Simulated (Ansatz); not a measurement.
Si4H11OF, singlet: a trajectory.

The input file, in.yaml:

```yaml
crystal:
  periodic: [false, false, false]
  atoms:
    - {symbol: Si, position_ang: [-0.251802, 0.954950, -0.016145]}
    - {symbol: Si, position_ang: [1.128078, -1.538805, 0.302415]}
    - {symbol: Si, position_ang: [0.094827, 0.534430, -2.292806]}
    - {symbol: Si, position_ang: [-1.812109, -0.146687, 1.328279]}
    - {symbol: F, position_ang: [-0.793347, 2.498681, 0.042283]}
    - {symbol: H, position_ang: [1.483672, 0.399551, 0.966445]}
    - {symbol: O, position_ang: [1.286265, 1.448888, 0.858164]}
    - {symbol: H, position_ang: [2.524794, -1.848583, -0.149567]}
    - {symbol: H, position_ang: [0.861950, -2.428279, 1.478390]}
    - {symbol: H, position_ang: [0.249662, -2.069257, -0.791918]}
    - {symbol: H, position_ang: [-0.040350, 1.806439, -3.054341]}
    - {symbol: H, position_ang: [1.439819, -0.044088, -2.541605]}
    - {symbol: H, position_ang: [-0.949461, -0.419828, -2.747204]}
    - {symbol: H, position_ang: [-1.882984, -1.593319, 1.008162]}
    - {symbol: H, position_ang: [-1.353040, 0.025561, 2.736551]}
    - {symbol: H, position_ang: [-3.166264, 0.459031, 1.199793]}
    - {symbol: H, position_ang: [1.180190, 1.961516, 1.673103]}
basis:
  gaussian: {orbitals: def2-SVP}
hamiltonian: {xc: pbe0, dispersion: d4}
md: {n_steps: 80, timestep: 1.0, temperature: 300, ensemble: nvt_langevin, seed: 462, friction: 0.01, initial_velocities: maxwell_boltzmann}
```

Launched with

```bash
ansatz run in.yaml --threads 4 --pin off --events-out ev --progress --plain --max-ram 41984MiB --backend cuda --devices 0, --max-vram 37GiB
```

The run's output (Ansatz 0.2.0):

```
Functional definition: PBE0
  name "PBE0"
  cite "Adamo & Barone, J. Chem. Phys. 110, 6158 (1999) doi:10.1063/1.478522"
  cite "Perdew, Burke & Ernzerhof, Phys. Rev. Lett. 77, 3865 (1996) doi:10.1103/PhysRevLett.77.3865"
  parent pbe
  parameter a = 0.25
  parameter kappa = 0.804
  parameter beta = 0.06672455060314922
  exchange = (1 - a)*pbe_x(kappa = kappa, mu = beta*pi^2/3) + a*exact_x
  correlation = pbe_c(beta = beta)
1580 factors; integrals over basis functions are off by at most 3.4e-4 eV
mean field evaluation 1: about -36417.7386 eV, gradient 4.5e1 eV
mean field evaluation 2: about -36414.6885 eV, gradient 6.3e1 eV
mean field evaluation 4: about -36421.2823 eV, gradient 1.5e0 eV
mean field evaluation 8: about -36421.2973 eV, gradient 1.7e-1 eV
mean field evaluation 16: about -36421.2973 eV, gradient 2.2e-5 eV
mean field -36421.29731930 eV, -1338.4579892422 hartree, gradient 2.2e-5 eV, S^2 0.000000; 0 other end points of the search recorded, 0 dependent functions left out
the calculation of the forces begins
reference -36421.29735423 eV, -1338.4579905261 hartree; 42, 42 occupied and 113, 113 virtual orbitals, 1580 factors
md step     0: t =     0.00 fs  T =   282.4 K  F+E_penalty+E_count = -36421.75321209 eV  E_kin = 0.620448 eV  (26 SCF iters)
md step     1: t =     1.00 fs  T =   267.4 K  F+E_penalty+E_count = -36421.73800656 eV  E_kin = 0.587599 eV  (25 SCF iters, 3 dispersion substeps)
md step     2: t =     2.00 fs  T =   249.2 K  F+E_penalty+E_count = -36421.68972469 eV  E_kin = 0.547694 eV  (25 SCF iters, 3 dispersion substeps)
md step     3: t =     3.00 fs  T =   234.5 K  F+E_penalty+E_count = -36421.62907695 eV  E_kin = 0.515336 eV  (25 SCF iters, 3 dispersion substeps)
md step     4: t =     4.00 fs  T =   208.3 K  F+E_penalty+E_count = -36421.57648161 eV  E_kin = 0.457668 eV  (26 SCF iters, 3 dispersion substeps)
md step     5: t =     5.00 fs  T =   201.2 K  F+E_penalty+E_count = -36421.54982413 eV  E_kin = 0.442205 eV  (26 SCF iters, 3 dispersion substeps)
md step     6: t =     6.00 fs  T =   202.6 K  F+E_penalty+E_count = -36421.54540741 eV  E_kin = 0.445220 eV  (26 SCF iters, 3 dispersion substeps)
md step     7: t =     7.00 fs  T =   214.4 K  F+E_penalty+E_count = -36421.55488181 eV  E_kin = 0.471223 eV  (26 SCF iters, 3 dispersion substeps)
md step     8: t =     8.00 fs  T =   220.5 K  F+E_penalty+E_count = -36421.56422400 eV  E_kin = 0.484600 eV  (26 SCF iters, 3 dispersion substeps)
md step     9: t =     9.00 fs  T =   199.5 K  F+E_penalty+E_count = -36421.54809766 eV  E_kin = 0.438438 eV  (26 SCF iters, 3 dispersion substeps)
md step    10: t =    10.00 fs  T =   201.1 K  F+E_penalty+E_count = -36421.50123281 eV  E_kin = 0.441892 eV  (26 SCF iters, 3 dispersion substeps)
md step    11: t =    11.00 fs  T =   182.1 K  F+E_penalty+E_count = -36421.46685814 eV  E_kin = 0.400134 eV  (26 SCF iters, 3 dispersion substeps)
md step    12: t =    12.00 fs  T =   197.9 K  F+E_penalty+E_count = -36421.47417914 eV  E_kin = 0.434927 eV  (25 SCF iters, 3 dispersion substeps)
md step    13: t =    13.00 fs  T =   234.4 K  F+E_penalty+E_count = -36421.49841485 eV  E_kin = 0.515022 eV  (25 SCF iters, 3 dispersion substeps)
md step    14: t =    14.00 fs  T =   254.4 K  F+E_penalty+E_count = -36421.50709854 eV  E_kin = 0.559038 eV  (26 SCF iters, 3 dispersion substeps)
md step    15: t =    15.00 fs  T =   246.7 K  F+E_penalty+E_count = -36421.49013928 eV  E_kin = 0.542029 eV  (25 SCF iters, 3 dispersion substeps)
md step    16: t =    16.00 fs  T =   241.7 K  F+E_penalty+E_count = -36421.46436171 eV  E_kin = 0.531011 eV  (27 SCF iters, 3 dispersion substeps)
md step    17: t =    17.00 fs  T =   238.8 K  F+E_penalty+E_count = -36421.45379287 eV  E_kin = 0.524800 eV  (27 SCF iters, 3 dispersion substeps)
md step    18: t =    18.00 fs  T =   254.7 K  F+E_penalty+E_count = -36421.46441380 eV  E_kin = 0.559635 eV  (29 SCF iters, 3 dispersion substeps)
md step    19: t =    19.00 fs  T =   252.5 K  F+E_penalty+E_count = -36421.47546660 eV  E_kin = 0.554955 eV  (26 SCF iters, 3 dispersion substeps)
md step    20: t =    20.00 fs  T =   231.2 K  F+E_penalty+E_count = -36421.45101123 eV  E_kin = 0.508067 eV  (29 SCF iters, 3 dispersion substeps)
md step    21: t =    21.00 fs  T =   211.0 K  F+E_penalty+E_count = -36421.40686407 eV  E_kin = 0.463648 eV  (29 SCF iters, 3 dispersion substeps)
md step    22: t =    22.00 fs  T =   219.4 K  F+E_penalty+E_count = -36421.41801267 eV  E_kin = 0.482045 eV  (28 SCF iters, 3 dispersion substeps)
md step    23: t =    23.00 fs  T =   226.7 K  F+E_penalty+E_count = -36421.46711532 eV  E_kin = 0.498084 eV  (28 SCF iters, 3 dispersion substeps)
md step    24: t =    24.00 fs  T =   224.5 K  F+E_penalty+E_count = -36421.47211620 eV  E_kin = 0.493395 eV  (28 SCF iters, 3 dispersion substeps)
md step    25: t =    25.00 fs  T =   201.1 K  F+E_penalty+E_count = -36421.42639254 eV  E_kin = 0.441941 eV  (28 SCF iters, 3 dispersion substeps)
md step    26: t =    26.00 fs  T =   179.3 K  F+E_penalty+E_count = -36421.37660043 eV  E_kin = 0.393949 eV  (28 SCF iters, 3 dispersion substeps)
md step    27: t =    27.00 fs  T =   194.8 K  F+E_penalty+E_count = -36421.37411631 eV  E_kin = 0.428160 eV  (29 SCF iters, 3 dispersion substeps)
md step    28: t =    28.00 fs  T =   232.5 K  F+E_penalty+E_count = -36421.42132813 eV  E_kin = 0.510970 eV  (29 SCF iters, 3 dispersion substeps)
md step    29: t =    29.00 fs  T =   239.0 K  F+E_penalty+E_count = -36421.45798140 eV  E_kin = 0.525104 eV  (29 SCF iters, 3 dispersion substeps)
md step    30: t =    30.00 fs  T =   259.5 K  F+E_penalty+E_count = -36421.43546626 eV  E_kin = 0.570307 eV  (29 SCF iters, 3 dispersion substeps)
md step    31: t =    31.00 fs  T =   239.8 K  F+E_penalty+E_count = -36421.41180497 eV  E_kin = 0.527002 eV  (29 SCF iters, 3 dispersion substeps)
md step    32: t =    32.00 fs  T =   246.3 K  F+E_penalty+E_count = -36421.46670184 eV  E_kin = 0.541126 eV  (29 SCF iters, 3 dispersion substeps)
md step    33: t =    33.00 fs  T =   257.3 K  F+E_penalty+E_count = -36421.49344147 eV  E_kin = 0.565336 eV  (29 SCF iters, 3 dispersion substeps)
md step    34: t =    34.00 fs  T =   237.5 K  F+E_penalty+E_count = -36421.44725571 eV  E_kin = 0.521866 eV  (29 SCF iters, 3 dispersion substeps)
md step    35: t =    35.00 fs  T =   221.9 K  F+E_penalty+E_count = -36421.40132548 eV  E_kin = 0.487554 eV  (29 SCF iters, 3 dispersion substeps)
md step    36: t =    36.00 fs  T =   226.5 K  F+E_penalty+E_count = -36421.42351175 eV  E_kin = 0.497772 eV  (29 SCF iters, 3 dispersion substeps)
md step    37: t =    37.00 fs  T =   239.8 K  F+E_penalty+E_count = -36421.48454382 eV  E_kin = 0.526980 eV  (29 SCF iters, 3 dispersion substeps)
md step    38: t =    38.00 fs  T =   237.0 K  F+E_penalty+E_count = -36421.49676685 eV  E_kin = 0.520719 eV  (27 SCF iters, 3 dispersion substeps)
md step    39: t =    39.00 fs  T =   223.4 K  F+E_penalty+E_count = -36421.43598964 eV  E_kin = 0.490968 eV  (28 SCF iters, 3 dispersion substeps)
md step    40: t =    40.00 fs  T =   221.1 K  F+E_penalty+E_count = -36421.41264383 eV  E_kin = 0.485897 eV  (29 SCF iters, 3 dispersion substeps)
md step    41: t =    41.00 fs  T =   229.8 K  F+E_penalty+E_count = -36421.44175407 eV  E_kin = 0.504927 eV  (29 SCF iters, 3 dispersion substeps)
md step    42: t =    42.00 fs  T =   220.4 K  F+E_penalty+E_count = -36421.41920376 eV  E_kin = 0.484298 eV  (29 SCF iters, 3 dispersion substeps)
md step    43: t =    43.00 fs  T =   201.5 K  F+E_penalty+E_count = -36421.38451333 eV  E_kin = 0.442727 eV  (28 SCF iters, 3 dispersion substeps)
md step    44: t =    44.00 fs  T =   201.5 K  F+E_penalty+E_count = -36421.40750945 eV  E_kin = 0.442862 eV  (28 SCF iters, 3 dispersion substeps)
md step    45: t =    45.00 fs  T =   250.0 K  F+E_penalty+E_count = -36421.48618111 eV  E_kin = 0.549326 eV  (28 SCF iters, 3 dispersion substeps)
md step    46: t =    46.00 fs  T =   286.7 K  F+E_penalty+E_count = -36421.54440243 eV  E_kin = 0.629935 eV  (25 SCF iters, 3 dispersion substeps)
md step    47: t =    47.00 fs  T =   270.1 K  F+E_penalty+E_count = -36421.51834487 eV  E_kin = 0.593603 eV  (28 SCF iters, 3 dispersion substeps)
md step    48: t =    48.00 fs  T =   257.7 K  F+E_penalty+E_count = -36421.47577912 eV  E_kin = 0.566264 eV  (25 SCF iters, 3 dispersion substeps)
md step    49: t =    49.00 fs  T =   269.2 K  F+E_penalty+E_count = -36421.51502000 eV  E_kin = 0.591599 eV  (25 SCF iters, 3 dispersion substeps)
md step    50: t =    50.00 fs  T =   295.7 K  F+E_penalty+E_count = -36421.56994484 eV  E_kin = 0.649791 eV  (26 SCF iters, 3 dispersion substeps)
md step    51: t =    51.00 fs  T =   325.3 K  F+E_penalty+E_count = -36421.56913802 eV  E_kin = 0.714822 eV  (26 SCF iters, 3 dispersion substeps)
md step    52: t =    52.00 fs  T =   315.7 K  F+E_penalty+E_count = -36421.53905729 eV  E_kin = 0.693768 eV  (28 SCF iters, 3 dispersion substeps)
md step    53: t =    53.00 fs  T =   311.0 K  F+E_penalty+E_count = -36421.53858501 eV  E_kin = 0.683475 eV  (25 SCF iters, 3 dispersion substeps)
md step    54: t =    54.00 fs  T =   351.5 K  F+E_penalty+E_count = -36421.58720052 eV  E_kin = 0.772491 eV  (25 SCF iters, 3 dispersion substeps)
md step    55: t =    55.00 fs  T =   369.5 K  F+E_penalty+E_count = -36421.64675604 eV  E_kin = 0.811857 eV  (25 SCF iters, 3 dispersion substeps)
md step    56: t =    56.00 fs  T =   355.1 K  F+E_penalty+E_count = -36421.65664706 eV  E_kin = 0.780230 eV  (25 SCF iters, 3 dispersion substeps)
md step    57: t =    57.00 fs  T =   353.3 K  F+E_penalty+E_count = -36421.68529575 eV  E_kin = 0.776341 eV  (28 SCF iters, 3 dispersion substeps)
md step    58: t =    58.00 fs  T =   398.4 K  F+E_penalty+E_count = -36421.78557545 eV  E_kin = 0.875446 eV  (28 SCF iters, 3 dispersion substeps)
md step    59: t =    59.00 fs  T =   430.3 K  F+E_penalty+E_count = -36421.82678359 eV  E_kin = 0.945592 eV  (26 SCF iters, 3 dispersion substeps)
md step    60: t =    60.00 fs  T =   433.9 K  F+E_penalty+E_count = -36421.80377416 eV  E_kin = 0.953452 eV  (29 SCF iters, 3 dispersion substeps)
md step    61: t =    61.00 fs  T =   411.0 K  F+E_penalty+E_count = -36421.78059231 eV  E_kin = 0.903144 eV  (29 SCF iters, 3 dispersion substeps)
md step    62: t =    62.00 fs  T =   405.3 K  F+E_penalty+E_count = -36421.77789363 eV  E_kin = 0.890518 eV  (29 SCF iters, 3 dispersion substeps)
md step    63: t =    63.00 fs  T =   389.6 K  F+E_penalty+E_count = -36421.78065510 eV  E_kin = 0.856025 eV  (29 SCF iters, 3 dispersion substeps)
md step    64: t =    64.00 fs  T =   371.8 K  F+E_penalty+E_count = -36421.75615555 eV  E_kin = 0.816943 eV  (29 SCF iters, 3 dispersion substeps)
md step    65: t =    65.00 fs  T =   364.2 K  F+E_penalty+E_count = -36421.74524268 eV  E_kin = 0.800207 eV  (29 SCF iters, 3 dispersion substeps)
md step    66: t =    66.00 fs  T =   365.4 K  F+E_penalty+E_count = -36421.79802200 eV  E_kin = 0.802852 eV  (29 SCF iters, 3 dispersion substeps)
md step    67: t =    67.00 fs  T =   370.3 K  F+E_penalty+E_count = -36421.81573968 eV  E_kin = 0.813676 eV  (29 SCF iters, 3 dispersion substeps)
md step    68: t =    68.00 fs  T =   343.9 K  F+E_penalty+E_count = -36421.74501432 eV  E_kin = 0.755632 eV  (29 SCF iters, 3 dispersion substeps)
md step    69: t =    69.00 fs  T =   307.4 K  F+E_penalty+E_count = -36421.68807156 eV  E_kin = 0.675533 eV  (29 SCF iters, 3 dispersion substeps)
md step    70: t =    70.00 fs  T =   308.9 K  F+E_penalty+E_count = -36421.69495706 eV  E_kin = 0.678814 eV  (30 SCF iters, 3 dispersion substeps)
md step    71: t =    71.00 fs  T =   310.3 K  F+E_penalty+E_count = -36421.73385696 eV  E_kin = 0.681958 eV  (29 SCF iters, 3 dispersion substeps)
md step    72: t =    72.00 fs  T =   302.7 K  F+E_penalty+E_count = -36421.74221941 eV  E_kin = 0.665150 eV  (29 SCF iters, 3 dispersion substeps)
md step    73: t =    73.00 fs  T =   270.6 K  F+E_penalty+E_count = -36421.70455409 eV  E_kin = 0.594702 eV  (29 SCF iters, 3 dispersion substeps)
md step    74: t =    74.00 fs  T =   267.0 K  F+E_penalty+E_count = -36421.71972843 eV  E_kin = 0.586786 eV  (29 SCF iters, 3 dispersion substeps)
md step    75: t =    75.00 fs  T =   290.5 K  F+E_penalty+E_count = -36421.77243452 eV  E_kin = 0.638348 eV  (29 SCF iters, 3 dispersion substeps)
md step    76: t =    76.00 fs  T =   298.6 K  F+E_penalty+E_count = -36421.77173208 eV  E_kin = 0.656172 eV  (29 SCF iters, 3 dispersion substeps)
md step    77: t =    77.00 fs  T =   285.2 K  F+E_penalty+E_count = -36421.74358562 eV  E_kin = 0.626739 eV  (26 SCF iters, 3 dispersion substeps)
md step    78: t =    78.00 fs  T =   277.7 K  F+E_penalty+E_count = -36421.73930202 eV  E_kin = 0.610204 eV  (29 SCF iters, 3 dispersion substeps)
md step    79: t =    79.00 fs  T =   271.2 K  F+E_penalty+E_count = -36421.77404369 eV  E_kin = 0.595882 eV  (29 SCF iters, 3 dispersion substeps)
md step    80: t =    80.00 fs  T =   297.5 K  F+E_penalty+E_count = -36421.81200880 eV  E_kin = 0.653828 eV  (26 SCF iters, 3 dispersion substeps)
Total energy: -36421.81204433 eV, -1338.4769050381 hartree
Atom 0 at    -0.217431     0.577659    -0.072613 Å, force    -0.286657     0.996104     0.559140 eV/Å
Atom 1 at     1.088983    -1.306647     0.308205 Å, force     0.855554    -0.889481    -0.808292 eV/Å
Atom 2 at    -0.046993     0.520352    -2.362902 Å, force     1.073979     0.560808    -0.497492 eV/Å
Atom 3 at    -1.806741    -0.191757     1.419326 Å, force    -1.182685     0.069302    -0.255022 eV/Å
Atom 4 at    -0.675153     2.322981     0.007232 Å, force    -0.207046    -0.199028    -0.303331 eV/Å
Atom 5 at     1.206017     1.432935     1.935546 Å, force     0.068131    -0.107588    -0.262529 eV/Å
Atom 6 at     1.193046     1.575104     0.974023 Å, force    -0.052819     1.060356     0.209064 eV/Å
Atom 7 at     2.190348    -0.972837     1.235434 Å, force     0.350012     0.027190     0.336566 eV/Å
Atom 8 at     0.329687    -2.432263     0.932514 Å, force    -0.068245    -0.120708    -0.018123 eV/Å
Atom 9 at     1.748323    -1.804814    -0.987710 Å, force    -0.235357     0.009688     0.536848 eV/Å
Atom 10 at    -0.473915     1.678710    -3.187489 Å, force    -0.138123     0.241722     0.065896 eV/Å
Atom 11 at     1.423191     0.252568    -2.712819 Å, force    -0.541653     0.139358     0.208754 eV/Å
Atom 12 at    -0.796915    -0.624108    -2.807381 Å, force    -0.574110    -1.044713    -0.334544 eV/Å
Atom 13 at    -2.399969    -1.491488     0.910071 Å, force     0.182090     0.281432     0.154731 eV/Å
Atom 14 at    -1.202166    -0.450077     2.767515 Å, force     0.149171     0.034879    -0.068639 eV/Å
Atom 15 at    -2.914802     0.819694     1.584229 Å, force     0.067570    -0.230878     0.130683 eV/Å
Atom 16 at     0.653586     2.421184     0.783892 Å, force     0.540190    -0.828443     0.346288 eV/Å
Dipole moment:     0.212159     0.289029     0.465488 e Å

[the SCF lines of later steps are left out]
```

The lines “mean field evaluation” count trial sets of orbitals through the whole run, from several starts and some on an approximate energy, so they need not fall steadily or lie above the final value.

Time: 75 s of wall clock on 4 CPU threads of an AMD EPYC 7R13 and a share of one NVIDIA H100; the host was shared. Peak host memory: 0.95 GiB.
